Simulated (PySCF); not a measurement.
C₆ coefficients of unlike pairs at UHF

Calculated with PySCF 2.14 from the dipole response of each species, C₆(A,B) = (3/π) ∫ α_A(iu) α_B(iu) du, in atomic units, from isotropic polarisabilities. For ions this is the dispersion term alone; charge-induced terms of lower order in 1/R come first.

```csv
species,configuration,basis,relativity,α (bohr³),C₆ (like pair)
Pb²⁺,[Xe] 4f14 5d10 6s2 (1S),"aug-cc-pVQZ-PP with one added diffuse shell each of s, p, d, f, g type with ECP60MDF (8s8p6d4f3g)",core potential,15.58,105.3
Cl,[Ne] 3s2 3p5 (2P),aug-cc-pCVTZ-DK (8s7p5d3f),spin-free X2C,13.96,88.16
Te²⁺,[Kr] 4d10 5s2 5p2 (3P),def2-QZVPPD with the def2 core potential (28 electrons) (8s7p5d4f1g),core potential,15.54,105.2
Ne²⁺,[He] 2s2 2p4 (3P),aug-cc-pwCVTZ (7s6p4d2f),none,0.8341,1.042
```

Q: Estimate C₆ for Te²⁺ with Cl.

A: The integral gives 96.04. The combination rule 2 C_A C_B / (C_A α_B/α_A + C_B α_A/α_B) gives 96.27 and the geometric mean 96.28.

No spin-orbit coupling is included.

The other pairs:

| pair | C₆ |
| --- | --- |
| Cl, Pb²⁺ | 95.78 |
| Ne²⁺, Pb²⁺ | 9.310 |
| Ne²⁺, Cl | 8.124 |
| Te²⁺, Pb²⁺ | 105.1 |
| Ne²⁺, Te²⁺ | 9.105 |
